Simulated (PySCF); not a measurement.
## UHF on Rb (rubidium, neutral)

Configuration: [Kr] 4d1, 2D determinant (an excited configuration). Calculation: PySCF 2.14, in ANO-RCC-VTZP; scalar relativity by spin-free X2C-1e.

| Quantity | Value |
| --- | --- |
| Total energy | -2978.753960 hartree |
| One-electron energy | -4137.5862 hartree |
| Hartree (Coulomb) energy | 1258.7990 hartree |
| Exchange energy | -99.9667 hartree |
| ⟨S²⟩ | 0.7530 |
| ⟨L²⟩ | 6.025 |
| Sum of ⟨r⟩ | 26.68 bohr |
| Sum of ⟨r²⟩ | 39.29 bohr² |
| Traceless quadrupole moment −½Σ⟨3z² − r²⟩ along its main axis | 1.66 e·bohr² |
| Langevin diamagnetic susceptibility | -31.1 ×10⁻⁶ cm³/mol |

| shell | electrons | mean orbital energy (hartree) | spread (hartree) | rms radius, mean of both spins (bohr) |
| --- | --- | --- | --- | --- |
| 1s β | 1 | -561.57138 | 0 | 0.0464 |
| 1s α | 1 | -561.57042 | 0 | 0.0464 |
| 2s α | 1 | -77.29124 | 0 | 0.192 |
| 2s β | 1 | -77.28999 | 0 | 0.192 |
| 2p α | 3 | -68.31176 | 0.00033 | 0.171 |
| 2p β | 3 | -68.31067 | 0.00220 | 0.171 |
| 3s β | 1 | -12.37809 | 0 | 0.543 |
| 3s α | 1 | -12.37799 | 0 | 0.543 |
| 3p α | 3 | -9.40297 | 0.00454 | 0.557 |
| 3p β | 3 | -9.40265 | 0.00665 | 0.557 |
| 3d α | 5 | -4.46752 | 0.01303 | 0.577 |
| 3d β | 5 | -4.46434 | 0.00796 | 0.577 |
| 4s α | 1 | -1.39573 | 0 | 1.59 |
| 4s β | 1 | -1.37000 | 0 | 1.59 |
| 4p α | 3 | -0.66646 | 0.02523 | 1.92 |
| 4p β | 3 | -0.62153 | 0.03917 | 1.92 |
| 4d α | 1 | 0.13057 | 0 | 2.47 |

At UHF the highest occupied level has a positive energy, so only the finite basis holds that electron; for this excited configuration the basis is too tight for the outer shell.

Densities and radii are taken from the X2C orbitals without a picture-change correction, which distorts them close to the nucleus.

Spin-orbit constants ζ (cm⁻¹) from the X2C one-electron operator on these orbitals: bare nucleus, nucleus screened by l(l+1)(2l+1)/3 electrons, and screened by the Breit-Pauli mean field of the electrons.

```json
{"shell": "2p", "bare": "335000", "screened nucleus": "316900", "mean field": "308900"}
{"shell": "3p", "bare": "50610", "screened nucleus": "47880", "mean field": "46420"}
{"shell": "3d", "bare": "6584", "screened nucleus": "4804", "mean field": "4519"}
{"shell": "4p", "bare": "4072", "screened nucleus": "3852", "mean field": "3713"}
{"shell": "4d", "bare": "188.9", "screened nucleus": "137.9", "mean field": "116.0"}
```

To first order the Landé constant is A = 116.0 cm⁻¹, so the lowest level has J = 3/2 and lies 0.0216 eV below the centre of the term.
